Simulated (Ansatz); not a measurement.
CH₆SiZn, SMILES `[SiH3][CH2][ZnH]` at its PBE0-D4/def2-TZVP geometry, where that method's forces vanish. Charge 0, multiplicity 1.

```xyz
9

Si   -0.4498    1.0329    0.5497
C    -0.0499   -0.7618    0.2804
Zn    0.9176   -1.1041   -1.3722
H     0.7983    1.8474    0.5955
H    -1.1954    1.2898    1.8156
H    -1.2811    1.5593   -0.5705
H    -0.9765   -1.3462    0.2642
H     0.5533   -1.1332    1.1163
H     1.6835   -1.3841   -2.6791
```

Q: What forces (eV/Å) does PBE-D4/def2-TZVPP give on these atoms in Ansatz? (Estimate.)

A: Computed: 
```
Si1 -0.001  0.078 -0.018
C2   0.064 -0.036 -0.107
Zn3  0.055 -0.019 -0.094
H4   0.115  0.082  0.007
H5  -0.075  0.024  0.129
H6  -0.080  0.055 -0.103
H7  -0.165 -0.118 -0.006
H8   0.113 -0.079  0.149
H9  -0.027  0.014  0.045
```
